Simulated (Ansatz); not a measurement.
C6H14O, singlet, at a GFN2-xTB geometry; PBE0/STO-3G (Ansatz, a quantum-chemistry and plane-wave program).

The Ansatz input:
Ansatz 0.2 input:
```yaml
crystal:
  periodic: [false, false, false]
  atoms:
    - {symbol: C, position_ang: [-2.43078635, 0.70386941, -0.80303926]}
    - {symbol: C, position_ang: [-1.25570669, 0.44918022, 0.14006863]}
    - {symbol: C, position_ang: [-1.61131725, -0.65358106, 1.13232826]}
    - {symbol: C, position_ang: [-0.00356784, 0.09617071, -0.67105441]}
    - {symbol: C, position_ang: [1.30635872, 0.16561605, 0.12111794]}
    - {symbol: C, position_ang: [2.50620758, 0.28469755, -0.82155621]}
    - {symbol: O, position_ang: [1.41416337, -1.00010812, 0.91718752]}
    - {symbol: H, position_ang: [-3.32653403, 0.94646361, -0.23583611]}
    - {symbol: H, position_ang: [-2.63394850, -0.18210721, -1.40088243]}
    - {symbol: H, position_ang: [-2.21754026, 1.53142372, -1.47653008]}
    - {symbol: H, position_ang: [-1.05474058, 1.37209009, 0.69721620]}
    - {symbol: H, position_ang: [-2.44485243, -0.34699566, 1.76089494]}
    - {symbol: H, position_ang: [-1.89494724, -1.55862855, 0.59971909]}
    - {symbol: H, position_ang: [-0.75974526, -0.88569296, 1.76357795]}
    - {symbol: H, position_ang: [0.07553450, 0.78969911, -1.51042497]}
    - {symbol: H, position_ang: [-0.10234493, -0.91470588, -1.06915737]}
    - {symbol: H, position_ang: [1.28419761, 1.05287160, 0.77827267]}
    - {symbol: H, position_ang: [2.44138523, 1.19839905, -1.40578699]}
    - {symbol: H, position_ang: [3.43649354, 0.30505001, -0.25455642]}
    - {symbol: H, position_ang: [2.53090781, -0.56678997, -1.49790355]}
    - {symbol: H, position_ang: [2.28569861, -1.01592954, 1.32670716]}
basis:
  gaussian:
    orbitals: STO-3G
hamiltonian:
  xc: pbe0
accuracy: high
```

What the program printed (banner, timings and long lists left out):

```
Functional definition: PBE0
1156 factors; integrals over basis functions are off by at most 3.5e-9 eV
mean field evaluation 1: about -8382.7172 eV, gradient 1.6e1 eV
mean field evaluation 2: about -8382.9883 eV, gradient 1.5e1 eV
mean field evaluation 4: about -8383.5595 eV, gradient 3.1e-1 eV
mean field evaluation 8: about -8383.5192 eV, gradient 1.8e-3 eV
mean field evaluation 16: about -8383.5192 eV, gradient 1.2e-7 eV
mean field -8383.51915961 eV, -308.0886465625 hartree, gradient 2.0e-8 eV, S^2 0.000000; 0 other end points of the search recorded, 0 dependent functions left out
reference -8383.51916210 eV, -308.0886466537 hartree; 29, 29 occupied and 20, 20 virtual orbitals, 1156 factors
Total energy: -8383.51916210 eV, -308.0886466537 hartree
```
